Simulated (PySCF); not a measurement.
FGa, charge +1, doublet, at a GFN2-xTB geometry (such geometries of metal compounds can be far from the true shape) (a state made from the parent by changing its charge; the spin is typed, not shown lowest); B3LYP/6-311G** (PySCF).

Here is a job for PySCF.
```python
from pyscf import gto, scf, dft

mol = gto.M(
    atom='''
Ga   -0.000000   -0.000000   -0.418933
F     0.000000    0.000000    1.442992
''',
    basis='6-311g**',
    charge=1,
    spin=1,
    verbose=4,
)

mf = dft.UKS(mol)
mf.xc = 'b3lyp'
mf.kernel()
mf.analyze()
```

Output, abridged:

```
PySCF version 2.14.0

[INPUT] verbose = 4
[INPUT] num. atoms = 2
[INPUT] num. electrons = 39
[INPUT] charge = 1
[INPUT] spin (= nelec alpha-beta = 2S) = 1
[INPUT] symmetry False subgroup None
[INPUT] Mole.unit = angstrom
[INPUT] Symbol           X                Y                Z      unit          X                Y                Z       unit  Magmom
[...]
nuclear repulsion = 79.2945160770063
number of shells = 26
number of NR pGTOs = 115
number of NR cGTOs = 62
basis = 6-311g**
ecp = {}

******** <class 'pyscf.dft.uks.UKS'> ********
method = UKS
initial guess = minao
damping factor = 0
level_shift factor = 0
DIIS = <class 'pyscf.scf.diis.CDIIS'>
diis_start_cycle = 1
diis_space = 8
diis_damp = 0
SCF conv_tol = 1e-09
SCF conv_tol_grad = None
SCF max_cycles = 50
direct_scf = True
direct_scf_tol = 1e-13
number electrons alpha = 20  beta = 19
XC library pyscf.dft.libxc version 7.1.2
    S. Lehtola, C. Steigemann, M. J. T. Oliveira, and M. A. L. Marques,  SoftwareX 7, 1–5 (2018)
XC functionals = b3lyp
    P. J. Stephens, F. J. Devlin, C. F. Chabalowski, and M. J. Frisch,  J. Phys. Chem. 98, 11623 (1994)
radial grids:
    Treutler-Ahlrichs [JCP 102, 346 (1995); DOI:10.1063/1.469408] (M4) radial grids

becke partition: Becke, JCP 88, 2547 (1988); DOI:10.1063/1.454033
pruning grids: <function nwchem_prune>
grids dens level: 3
symmetrized grids: False
atomic radii adjust function: <function treutler_atomic_radii_adjust>
small_rho_cutoff = 0
Set gradient conv threshold to 3.16228e-05
tot grids = 35168
init E= -2023.04956506065

cycle= 1 E= -2024.18278730454  delta_E= -1.13  |g|= 1.25  |ddm|= 1.08

cycle= 2 E= -2019.84497508424  delta_E= 4.34  |g|= 3.23  |ddm|= 2.07
cycle= 3 E= -2024.18044058351  delta_E= -4.34  |g|= 0.801  |ddm|= 1.89
cycle= 4 E= -2024.37835410799  delta_E= -0.198  |g|= 0.305  |ddm|= 0.598
cycle= 5 E= -2024.39599726907  delta_E= -0.0176  |g|= 0.121  |ddm|= 0.153
cycle= 6 E= -2024.40088993992  delta_E= -0.00489  |g|= 0.0509  |ddm|= 0.0456
cycle= 7 E= -2024.40202834046  delta_E= -0.00114  |g|= 0.00745  |ddm|= 0.0386
cycle= 8 E= -2024.40206544218  delta_E= -3.71e-05  |g|= 0.00218  |ddm|= 0.0129
cycle= 9 E= -2024.40206967209  delta_E= -4.23e-06  |g|= 0.000666  |ddm|= 0.00417
cycle= 10 E= -2024.40206988776  delta_E= -2.16e-07  |g|= 0.000223  |ddm|= 0.000659
cycle= 11 E= -2024.40206990878  delta_E= -2.1e-08  |g|= 1.73e-05  |ddm|= 0.000192
cycle= 12 E= -2024.4020699089  delta_E= -1.14e-10  |g|= 1.44e-06  |ddm|= 1.29e-05
[...]
converged SCF energy = -2024.4020699089  <S^2> = 0.75676973  2S+1 = 2.0067583
Total Energy =                       -2024.402069908895555
[...]
spin_pop of  0 Ga 2py      -0.00000
spin_pop of  0 Ga 2pz       0.00000
spin_pop of  0 Ga 3px      -0.00001
spin_pop of  0 Ga 3py      -0.00001
spin_pop of  0 Ga 3pz      -0.00000
spin_pop of  0 Ga 4px      -0.00094
spin_pop of  0 Ga 4py      -0.00094
spin_pop of  0 Ga 4pz       0.11379
spin_pop of  0 Ga 5px       0.00009
spin_pop of  0 Ga 5py       0.00009
spin_pop of  0 Ga 5pz       0.00668
spin_pop of  0 Ga 6px       0.00000
spin_pop of  0 Ga 6py       0.00000
spin_pop of  0 Ga 6pz       0.00021
spin_pop of  0 Ga 7px       0.00000
spin_pop of  0 Ga 7py       0.00000
spin_pop of  0 Ga 7pz       0.00003
spin_pop of  0 Ga 8px       0.00000
spin_pop of  0 Ga 8py       0.00000
spin_pop of  0 Ga 8pz       0.00002
spin_pop of  0 Ga 3dxy     -0.00007
spin_pop of  0 Ga 3dyz     -0.00016
spin_pop of  0 Ga 3dz^2     0.00108
spin_pop of  0 Ga 3dxz     -0.00016
spin_pop of  0 Ga 3dx2-y2   -0.00007
spin_pop of  0 Ga 4dxy      0.00006
spin_pop of  0 Ga 4dyz     -0.00021
spin_pop of  0 Ga 4dz^2     0.00017
spin_pop of  0 Ga 4dxz     -0.00021
spin_pop of  0 Ga 4dx2-y2    0.00006
spin_pop of  0 Ga 5dxy      0.00002
spin_pop of  0 Ga 5dyz     -0.00027
spin_pop of  0 Ga 5dz^2    -0.00000
spin_pop of  0 Ga 5dxz     -0.00027
spin_pop of  0 Ga 5dx2-y2    0.00002
spin_pop of  1 F 1s       -0.00000
spin_pop of  1 F 2s       -0.00202
spin_pop of  1 F 3s       -0.00020
spin_pop of  1 F 4s       -0.00000
spin_pop of  1 F 2px       0.00152
spin_pop of  1 F 2py       0.00152
spin_pop of  1 F 2pz       0.35671
spin_pop of  1 F 3px      -0.00003
spin_pop of  1 F 3py      -0.00003
spin_pop of  1 F 3pz       0.00007
spin_pop of  1 F 4px      -0.00000
spin_pop of  1 F 4py      -0.00000
spin_pop of  1 F 4pz       0.00001
spin_pop of  1 F 3dxy      0.00000
spin_pop of  1 F 3dyz      0.00001
spin_pop of  1 F 3dz^2     0.00012
spin_pop of  1 F 3dxz      0.00001
spin_pop of  1 F 3dx2-y2    0.00000
 ** Mulliken Spin Density (per atom)  **
spin density of  0 Ga =      0.64231
spin density of  1 F =      0.35769
 ** Mulliken pop alpha/beta on meta-lowdin orthogonal AOs **
 ** Mulliken pop       alpha | beta **
In total            20.00000 | 19.00000
 ** Mulliken atomic charges   ( Nelec_alpha | Nelec_beta ) **
charge of  0Ga =      1.22788  (    15.20721     14.56490 )
charge of  1F =     -0.22788  (     4.79279      4.43510 )

WARN: System has nonzero charge 1; the dipole moment is origin-dependent.
Location of origin: [0. 0. 0.]

Dipole moment(X, Y, Z, Debye): -0.00000,  0.00000, -3.95108
```
